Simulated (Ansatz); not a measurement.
Consider the redistribution: `[OH][Zr]([F])([Cl])[Cl]` + `[I][SnH2][I]` → `[OH][Zr]([Cl])([Cl])[I]` + `[F][SnH2][I]`.

Isolated molecules relaxed with PBE0-D4/def2-TZVP in Ansatz; ΔE leaves out vibrations. CBS: MP2 limit from def2 TZ/QZ plus the TZ coupled-cluster correction, frozen cores. Functionals use def2-TZVPP. HSE06 is defined as in plane-wave codes. Elements past krypton have def2 core potentials. For I, Sn, Zr outer-core shells are correlated without core-valence functions, which leaves a few kJ/mol of doubt a bond. One conformer a species, not always the lowest.

`[OH][Zr]([F])([Cl])[Cl]`:

Cartesian coordinates in Å:
```
O -1.323 -0.578 0.235
Zr 0.374 0.144 -0.154
F 0.729 -0.090 -1.997
Cl 2.009 -0.974 1.099
Cl 0.389 2.432 0.355
H -2.178 -0.934 0.462
```

`[I][SnH2][I]`:

```xyz
5

I     2.139    0.887   -1.022
Sn   -0.086    0.090    0.226
I    -1.272   -1.793   -1.253
H     0.358   -0.604    1.712
H    -1.139    1.420    0.336
```

`[OH][Zr]([Cl])([Cl])[I]`:

```xyz
6

O     0.525   -0.481   -1.314
Zr   -0.195    0.076    0.326
Cl   -2.293    1.025   -0.042
Cl   -0.397   -1.769    1.740
I     1.461    1.909    1.437
H     0.898   -0.759   -2.147
```

`[F][SnH2][I]`:

Cartesian coordinates in Å:
```
F -1.207 -0.476 1.346
Sn 0.101 0.171 0.102
I -0.120 -1.378 -2.047
H -0.373 1.760 -0.260
H 1.600 -0.076 0.859
```

```
          level  ΔE (kcal/mol)
       HSE06-D4           20.5
         B2PLYP           19.1
         revPBE           20.4
          HSE06           20.7
          BHLYP           20.6
      CAM-B3LYP           21.0
    HF/def2-SVP           24.6
CCSD/def2-TZVPP           19.1
```

(1) What does CCSD(T)/CBS give? (An estimate is asked.)

Largest T1 diagnostic among the species: 0.016.

Answers

(1) Ansatz gave: +19.5 kcal/mol. The listed levels differ from it by 1.0, -0.4, 0.9, 1.2, 1.1, 1.5, 5.1, -0.4 kcal/mol.

Leaving LDA and LC-ωPBE aside and taking each functional with its dispersion term where it has one, the values, not all of them listed here, spread over 2.7 kcal/mol, from B97M-V to ωB97X-V. At CCSD(T), def2-SVP lies +2.8 kcal/mol from the extrapolated value and def2-TZVPP −1.5 kcal/mol.

CCSD(T)/CBS has its own doubt, a few kJ/mol and more with outer-core shells, so smaller differences from it don't rank the levels.
